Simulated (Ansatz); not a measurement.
This geometry of ClH3MgO3 (8 atoms, charge 0, multiplicity 1) is a first-order saddle point.

All numbers below come from UKS PBE0-D4/6-31G (Ansatz 0.2.0).

```xyz
8
Properties=species:S:1:pos:R:3
Mg -0.739 -0.024 -0.705
O 1.089 -0.415 -0.858
Cl -2.668 0.297 -1.844
H 1.223 0.167 0.248
O 0.689 0.820 1.095
O -0.515 -0.119 1.275
H 1.783 -0.845 -1.360
H -0.861 0.118 2.149
```

Q: Which two structures does it join? (They come from a converged band through this point; their orientation in space is the band's.)

A: Bonds broken: H4–O5. Bonds formed: Mg1–O5, O2–H4.

Initial state:

```xyz
8
Properties=species:S:1:pos:R:3
Mg -0.770 -0.028 -0.827
O 1.050 -0.310 -0.903
Cl -2.798 0.089 -1.832
H 1.266 -0.101 0.486
O 0.944 0.122 1.494
O -0.517 0.272 1.120
H 1.767 -0.518 -1.505
H -0.942 0.474 1.966
```

Final state:

```xyz
8
Properties=species:S:1:pos:R:3
Mg -0.716 0.238 -0.511
O 1.115 -0.407 -0.873
Cl -2.476 0.296 -1.942
H 1.486 0.003 -0.048
O 0.312 1.028 1.012
O -0.521 -0.227 1.449
H 1.695 -0.971 -1.394
H -0.894 0.039 2.307
```

Q: How far does it lie above each of them?

A: 0.157 eV above the first and 0.274 eV above the second. This is the barrier of this one path; another mechanism may lie lower. The orbitals stay closed-shell, which can raise the energy where a bond breaks towards radicals; this wasn't checked here. Limits of this set-up: no polarisation functions.

Time of the run: 6.7 min on 2 threads of Intel(R) Xeon(R) Platinum 8259CL CPU @ 2.50GHz (Skylake/Cascade Lake) (shared host), peak memory 0.22 GiB.
